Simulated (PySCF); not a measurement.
Magnetic susceptibility: `CC[N](C)[GeH2][Br]`, C$_{3}$H$_{10}$BrGeN

Geometry (Å), atoms numbered from 1 in this order:
```xyz
16

C    -1.736    1.118   -0.624
C    -0.677    0.110   -0.225
N     0.535    0.692    0.319
C     1.493   -0.305    0.737
Ge    1.179    2.303   -0.222
Br    1.917    2.262   -2.442
H    -1.413    1.738   -1.476
H    -2.652    0.594   -0.934
H    -1.992    1.784    0.214
H    -0.440   -0.533   -1.099
H    -1.095   -0.570    0.542
H     2.400    0.167    1.144
H     1.064   -0.938    1.534
H     1.804   -0.977   -0.089
H     2.417    2.591    0.633
H     0.107    3.391   -0.168
```

Level of theory: GIAO OLYP/3-21G magnetisability, rotational g tensor and spin-rotation constants, non-relativistic, gas phase in PySCF. Geometry: PBE0-D3(BJ)/def2-SVP.

The calculation is non-relativistic, which matters for the atoms heavier than Zn.

How diamagnetic is it, and how anisotropic?

Isotropic -1705 × 10⁻³⁰ J/T², or -102.7 × 10⁻⁶ cm³/mol; principal values -1740, -1705, -1668 × 10⁻³⁰ J/T², anisotropy 63 × 10⁻³⁰ J/T² (root of half the summed squared differences of the principal values). The susceptibility is in cgs units.

Split it along the inertial axes a, b, c into diamagnetic and paramagnetic parts about the centre of mass, with the quadrupole moment.


```tsv
axis	χ (10⁻⁶ cm³/mol)	diamagnetic (10⁻⁶ cm³/mol)	paramagnetic (10⁻⁶ cm³/mol)	summed x² of all electrons (Å²)	quadrupole Θ (D Å)
a	-103.6	-700.8	597.2	259.1	-3.44
b	-101.0	-1388.9	1288.0	96.9	+2.57
c	-103.4	-1510.1	1406.7	68.3	+0.88
```
Anisotropies 2χaa − χbb − χcc = -2.9 and 2χbb − χaa − χcc = +5.1 × 10⁻⁶ cm³/mol. Θ is traceless in Buckingham's convention.

And the rotational g tensor?


| axis | rotational constant (GHz) | g | nuclear part | electronic part |
| --- | --- | --- | --- | --- |
| a | 2.1213 | -0.0048 | 0.5903 | -0.5952 |
| b | 0.8847 | -0.0046 | 0.5307 | -0.5353 |
| c | 0.8188 | -0.0029 | 0.5382 | -0.5411 |

Asymmetric top; isotopes 79Br, 12C, 74Ge, 1H, 14N; no vibrational averaging.
